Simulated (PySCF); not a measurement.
# One molecule, several mistakes: AlBClGeH4

Calculated results; nothing here was measured. They come from PySCF 2.14.0, an open-source quantum chemistry program, on an isolated molecule that a program drew, which may never have been made. The molecule is AlBClGeH4 (charge 0, doublet), drawn as the SMILES string `[BH][Al]([Cl])[GeH3]`.

Each row is a Hartree-Fock (HF) and frozen-core CCSD(T) single point in the cc-pV(D+d)Z basis, meant for a local HF minimum. Run 1 is clean. Each other run has one planted mistake out of seven kinds, and not every kind appears here: one electron removed, one electron added, multiplicity raised by two, geometry at a saddle point, minimal basis STO-3G, one bond length entered in bohr, all coordinates scaled. The reference is restricted for singlets and unrestricted otherwise, and also for a bond in bohr. Adding or removing an electron swaps singlet and doublet. Electrons count all cores. HOMO and LUMO are orbital energies over both spins, the gradient is its largest component, and the lowest frequency (negative if imaginary) is given only where the gradient is small. Bond lengths are over the 7 bonds as drawn. T1 is the CCSD diagnostic: over 0.02 (restricted) or 0.045 (unrestricted) a single reference is doubtful. Germanium has the cc-pVDZ-PP basis, with a core potential (ECP10MDF) in place of its 10 inner electrons, and its 3s, 3p and 3d shells are frozen in CCSD(T).

Geometry of the clean run:
```xyz
8
AlBClGeH4, angstrom
B     1.2752   -0.9924    2.2200
Al   -0.2694   -0.9726    0.8751
Cl   -1.2913    0.8821    0.6516
Ge   -1.0075   -2.9311   -0.4797
H     2.1746   -1.0257    2.9957
H    -0.1538   -4.1741   -0.1827
H    -2.4702   -3.2927   -0.1849
H    -0.8964   -2.6415   -1.9833
```

| run | electrons | basis functions | <S^2> | HOMO (eV) | LUMO (eV) | gradient (hartree/bohr) | lowest frequency (cm^-1) | mean bond (Å) | longest bond (Å) | T1 | HF (hartree) | CCSD(T) (hartree) | mistake |
|---|---|---|---|---|---|---|---|---|---|---|---|---|---|
| 1 | 71 | 103 | 0.759 | -8.60 | 0.56 | 9.0e-06 | 49 | 1.7809 | 2.493 | 0.0137 | -1021.81523 | -1022.23464 | no fault |
| 2 | 71 | 103 | 3.771 | -8.69 | -1.67 | 1.3e-02 | - | 1.7809 | 2.493 | 0.0338 | -1021.71828 | -1022.13111 | multiplicity raised by two |
| 3 | 71 | 103 | 1.626 | -8.63 | 0.45 | 6.5e-03 | - | 1.9762 | 2.904 | 0.0386 | -1021.71818 | -1022.12334 | one bond length entered in bohr |
| 4 | 70 | 103 | 0.000 | -14.79 | -6.50 | 5.2e-02 | - | 1.7809 | 2.493 | 0.0177 | -1021.53960 | -1021.94976 | ? |
| 5 | 71 | 103 | 0.758 | -8.64 | 0.62 | 2.7e-02 | - | 1.7114 | 2.396 | 0.0132 | -1021.80403 | -1022.22215 | ? |

**Which mistake was planted in run 4, and what did it cost?**

It counts 70 electrons, one fewer than the clean run, at the same geometry and basis. So the mistake is: one electron removed. Subtracting run 1 and multiplying by 627.51 kcal/mol a hartree, the energy moved by 173.0 kcal/mol in HF and 178.8 kcal/mol in CCSD(T).

**Which mistake was planted in run 5, and what did it cost?**

The mean and the longest bond both change by the same factor, 0.961, and the gradient is no longer small. So the mistake is: all coordinates scaled. Subtracting run 1 and multiplying by 627.51 kcal/mol a hartree, the energy moved by 7.0 kcal/mol in HF and 7.8 kcal/mol in CCSD(T).

